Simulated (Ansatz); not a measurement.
A nudged elastic band was laid between two geometries of BrH + ClF3Si (7 atoms, charge 0, multiplicity 1).

All numbers below come from RHF/def2-SVP in Ansatz.

| Property | Result |
| --- | --- |
| movable images | 9 |
| climbing image | yes |
| spring | 5.0 eV/Å² |
| optimiser | quadratic models (default) |
| start path | through a guess of the saddle point |
| force threshold | 0.05 eV/Å |
| iteration limit | 60 |
| end points | relaxed |

First end point:

```xyz
7
Properties=species:S:1:pos:R:3
Si -0.250 -0.344 -0.393
F 0.136 0.203 1.040
F 1.083 -0.605 -1.187
Cl -1.409 0.981 -1.353
F -1.000 -1.714 -0.203
Br 1.577 3.267 2.630
H 1.044 1.990 2.370
```

Last end point:

```xyz
7
Properties=species:S:1:pos:R:3
Si 0.552 0.500 -0.455
F -0.948 0.852 2.654
F 1.234 -0.284 -1.649
Cl -1.252 1.171 -1.051
F 0.351 -0.570 0.710
Br 1.875 2.080 0.227
H -0.629 0.028 2.467
```

(1) What changes between the two ends?

(2) What energy profile does the band end with?

(3) What is the geometry of the highest image?

## Answers

(1) Bonds broken: Si1–F2, Br6–H7. Bonds formed: Si1–Br6, F2–H7. BrH + ClF3Si becomes BrClF2Si + FH.

(2) The forces met the threshold. The highest image is number 5 of 0 to 10, 241.1 kJ/mol above the first end and 180.6 kJ/mol above the last; the last end lies 60.6 kJ/mol above the first. Neighbouring images differ by up to 1.6 eV, so the band resolves the path poorly. A vibrational analysis at the climbing image gives one clearly imaginary mode, 558i cm⁻¹: a first-order saddle point. The orbitals stay closed-shell, which can raise the energy where a bond breaks towards radicals; this wasn't checked here.

```csv
image,path coordinate (Å),energy (kJ/mol),Si1–F2 (Å),Br6–H7 (Å),Si1–Br6 (Å)
0,0.00,0.0,1.58,1.41,5.05
1,0.67,0.4,1.58,1.41,4.69
2,1.34,0.9,1.58,1.41,4.21
3,2.02,10.6,1.58,1.41,3.68
4,2.69,85.8,1.62,1.44,3.08
5,3.36,241.1,1.80,1.82,2.64
6,4.15,177.2,2.32,2.19,2.31
7,4.93,98.3,2.93,2.43,2.21
8,5.72,69.6,3.30,2.88,2.19
9,6.50,65.0,3.30,3.49,2.18
10,7.28,60.6,3.47,3.94,2.17
```

(3) 
```xyz
7
Properties=species:S:1:pos:R:3
Si 0.037 0.236 -0.050
F -0.033 0.129 1.748
F 1.358 -0.031 -0.870
Cl -1.411 1.392 -0.830
F -0.593 -1.227 -0.079
Br 1.332 2.282 1.006
H 0.492 0.997 1.978
```

Run time: 11 min on 2 threads of Arm Neoverse V1, on a shared host, peak memory 0.3 GiB.
